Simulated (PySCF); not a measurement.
Vibration and rotation of GeN⁻

RHF-CCSD(T) constants of GeN⁻, ¹Σ⁺ (singlet), closed shell (Ge aug-cc-pVDZ-PP with ECP10, N aug-cc-pVDZ; scalar-relativistic core potentials (PySCF 2.14); masses 73.9212 and 14.0031 u):

```
ωe              : 873.0 cm⁻¹
ωexe            : 4.36 cm⁻¹
Be              : 0.48576 cm⁻¹
αe              : 0.00338 cm⁻¹
D (centrifugal) : 6.02e-07 cm⁻¹
De to Ge⁻ + N   : 4.55 eV
```

(1) Give the band origin of the fundamental and the first lines of its P and R branches.

(2) Near which J would the R branch turn back, without centrifugal distortion?

Correlated steps freeze 5 core orbitals. Correlated levels converge slowly with the basis: in double zeta they bind strong bonds too weakly, by up to about 1 eV, and carry superposition errors of some tenths. For an ion De counts to the pair picked by the measured ionisation energies or electron affinities, which need not be the lowest pair at this level. Where the molecule has an RHF reference, its open-shell atoms are computed with UHF. The CCSD T1 diagnostic is raised, a sign that a single reference may not be enough here.

Answers

(1) ν0 = ωe − 2ωexe = 864.3 cm⁻¹, B0 = 0.48407, B1 = 0.48069 cm⁻¹.

| J″ | P(J″) − ν0 | R(J″) − ν0 |
| --- | --- | --- |
| 0 |  | 0.961 |
| 1 | -0.968 | 1.916 |
| 2 | -1.943 | 2.864 |
| 3 | -2.925 | 3.805 |
| 4 | -3.913 | 4.739 |
| 5 | -4.908 | 5.666 |
| 6 | -5.910 | 6.587 |

(2) At J ≈ (B0 + B1)/(2(B0 − B1)) − 1 ≈ 140.
